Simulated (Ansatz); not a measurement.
Isolated molecules relaxed with PBE0-D4/def2-TZVP in Ansatz; ΔE leaves out vibrations. CBS: MP2 limit from def2 TZ/QZ plus the TZ coupled-cluster correction, frozen cores. This one scheme is used for every species, atoms too. For atomizations the MP2-based limit and the directly extrapolated one differ by several kJ/mol either way, and by 10 to 25 for some Ge, Se and Sn compounds, so smaller differences from it don't rank the levels. Functionals use def2-TZVPP. B3LYP here is the variant with VWN-RPA as its local correlation; programs differ in this. HSE06 is defined as in plane-wave codes. Open shells (•) are unrestricted, without spin–orbit coupling. Spin–orbit coupling would lower the free atoms: a little for C, Cl; clearly for Ga. For Ga outer-core shells are correlated without core-valence functions, so the limit isn't a true one: a few kJ/mol of doubt a bond, and 10 to 20 or more in all where bonds break to atoms. Scalar relativity is left out up to krypton. One conformer a species, not always the lowest.

Consider the atomization: `CC(C)(C)[CH2][Ga]([Cl])[Cl]` → 5 C• + 2 Cl• + Ga• + 11 H•.

`CC(C)(C)[CH2][Ga]([Cl])[Cl]`:

Cartesian coordinates in Å:
```
C -1.076 0.252 1.183
C -0.269 -0.373 0.050
C -0.733 0.198 -1.288
C -0.484 -1.886 0.052
C 1.228 -0.096 0.242
Ga 1.763 1.760 -0.088
Cl 0.954 3.504 0.863
Cl 3.304 2.243 -1.499
H -2.141 0.043 1.055
H -0.769 -0.155 2.151
H -0.950 1.337 1.221
H -0.133 -0.188 -2.116
H -0.665 1.294 -1.299
H -1.778 -0.053 -1.484
H 0.061 -2.364 -0.766
H -0.139 -2.328 0.991
H -1.545 -2.128 -0.063
H 1.547 -0.371 1.253
H 1.824 -0.690 -0.457
```

| level | ΔE (kJ/mol) | difference from CCSD(T)/CBS |
| --- | --- | --- |
| LDA (SPW92) | 8204.7 | 955.4 |
| PBE-D4 | 7353.9 | 104.6 |
| revPBE-D4 | 7200.0 | -49.3 |
| BLYP-D4 | 7151.7 | -97.6 |
| r2SCAN-D4 | 7271.5 | 22.2 |
| B97M-V | 7266.2 | 16.9 |
| PBE0-D4 | 7289.1 | 39.8 |
| B3LYP-D4 | 7206.0 | -43.3 |
| r2SCANh-D4 | 7245.9 | -3.4 |
| r2SCAN0-D4 | 7210.2 | -39.1 |
| HSE06-D4 | 7292.9 | 43.6 |
| BHLYP-D4 | 7072.3 | -177.0 |
| CAM-B3LYP-D4 | 7241.6 | -7.7 |
| ωB97X-V | 7254.4 | 5.1 |
| ωB97M-V | 7253.4 | 4.1 |
| B2PLYP | 7145.1 | -104.2 |
| PBE-QIDH | 7260.3 | 11.0 |
| PBE | 7297.6 | 48.3 |
| BLYP | 7031.9 | -217.4 |
| r2SCAN | 7256.3 | 7.0 |
| PBE0 | 7240.5 | -8.8 |
| B3LYP | 7116.3 | -133.0 |
| r2SCANh | 7229.6 | -19.7 |
| r2SCAN0 | 7192.4 | -56.9 |
| HSE06 | 7247.3 | -2.0 |
| BHLYP | 7001.7 | -247.6 |
| CAM-B3LYP | 7191.7 | -57.6 |
| LC-ωPBE | 7222.0 | -27.3 |
| MP2/def2-SVP | 7035.3 | -214.0 |
| CCSD(T)/def2-SVP | 6963.5 | -285.8 |
| HF/def2-TZVPP | 5481.4 | -1767.9 |
| MP2/def2-TZVPP | 7209.7 | -39.6 |
| SCS-MP2/def2-TZVPP | 7150.4 | -98.9 |
| CCSD(T)/def2-TZVPP | 7101.9 | -147.4 |
| HF/def2-QZVPP | 5483.6 | -1765.7 |
| MP2/def2-QZVPP | 7295.1 | 45.8 |
| SCS-MP2/def2-QZVPP | 7247.4 | -1.9 |
| HF/CBS(def2) | 5484.2 | -1765.1 |
| MP2/CBS(def2) | 7357.1 | 107.8 |
| CCSD/CBS(def2) | 7151.4 | -97.9 |
| CCSD(T)/CBS | 7249.3 | 0 |

Largest T1 diagnostic among the species: 0.013.

From r2SCAN to r2SCAN0 (25 % exact exchange), in def2-TZVPP and without D4, ΔE moves by −63.9 kJ/mol: exact exchange takes away binding that semilocal exchange gives to molecules. Leaving LDA and LC-ωPBE aside and taking each functional with its dispersion term where it has one, the values spread over 281.6 kJ/mol, from BHLYP-D4 to PBE-D4. LDA lies +907.1 kJ/mol from PBE without D4, its usual overbinding. The D4 term adds +89.7 kJ/mol with B3LYP and +48.6 kJ/mol with PBE0; it sums over pairs of atoms, weighted by their polarisabilities, and B3LYP, whose exchange is more repulsive, gets the larger term.
